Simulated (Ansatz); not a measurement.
Species: NbCl4 (charge 0, doublet). The spin state was set by rule; other spins were not relaxed. 
Geometry from a B3LYP-D3(BJ)/def2-TZVP (Ansatz, a quantum-chemistry and plane-wave program) optimisation:
SMILES: [Cl][Nb]([Cl])([Cl])[Cl]
```xyz
5

Nb     0.0000     0.0000     0.0000
Cl     1.7252    -0.5608    -1.3857
Cl     0.5070     0.5405     2.1591
Cl    -0.9206     1.8843    -0.9017
Cl    -1.3116    -1.8640     0.1283
```
Charge 0, spin multiplicity 2.

Property: atomisation energy (electronic, to ground-state atoms), in eV. Correlated levels leave the core frozen unless marked. UHF or UKS for open shells. No spin-orbit coupling. The frozen core is the preceding noble-gas configuration, with the filled d and f shells of earlier blocks. In def2 rows, elements after Kr have scalar-relativistic effective core potentials. STO-3G rows are all-electron and non-relativistic. The coupled-cluster limit lacks core correlation, which all-electron functionals hold. CBS(X,Y): correlation extrapolated as X^-3; Hartree-Fock from the larger set. The bracket is a focal-point correction in the basis named.

```
level                                                              program  atomisation energy (eV)  minus last row
----------------------------------------------------------  --------------  -----------------------  --------------
PBE-D4/def2-TZVPD                                           Ansatz + dftd4                    18.97            0.64
BLYP-D4/def2-TZVPD                                          Ansatz + dftd4                    18.53            0.20
B3LYP/def2-TZVPD                                                    Ansatz                    17.71           -0.62
PBE0/def2-TZVPD                                                     Ansatz                    17.90           -0.43
BHLYP-D3(BJ)/def2-TZVPD                                     Ansatz + dftd3                    17.28           -1.05
BHLYP-D4/def2-TZVPD                                         Ansatz + dftd4                    17.21           -1.12
BHLYP/def2-TZVPD                                                    Ansatz                    16.84           -1.49
r2SCANh-D4/def2-TZVPD                                       Ansatz + dftd4                    18.12           -0.21
r2SCAN0/def2-TZVPD                                                  Ansatz                    17.56           -0.77
CAM-B3LYP-D4/def2-TZVPD                                     Ansatz + dftd4                    17.99           -0.34
LC-wPBE/def2-TZVPD                                                  Ansatz                    17.43           -0.90
wB97X-V/def2-TZVPD                                                  Ansatz                    18.50            0.17
B2GP-PLYP-D4/def2-TZVPD                                     Ansatz + dftd4                    18.04           -0.29
B2PLYP-D3(BJ)/def2-TZVPD                                    Ansatz + dftd3                    18.26           -0.07
B2PLYP-D4/def2-TZVPD                                        Ansatz + dftd4                    18.17           -0.16
MP2/STO-3G                                                          Ansatz                    20.02            1.69
MP2/def2-TZVPP                                                      Ansatz                    18.45            0.12
RI-MP2/def2-TZVPP                                                   Ansatz                    18.45            0.12
SCS-MP2/STO-3G                                                      Ansatz                    19.87            1.54
SCS-MP2/def2-TZVPP                                                  Ansatz                    18.50            0.17
RI-MP2/CBS(def2-TZVPP,def2-QZVPP)+[CCSD(T)-MP2]/def2-TZVPP          Ansatz                    18.33            0.00
```
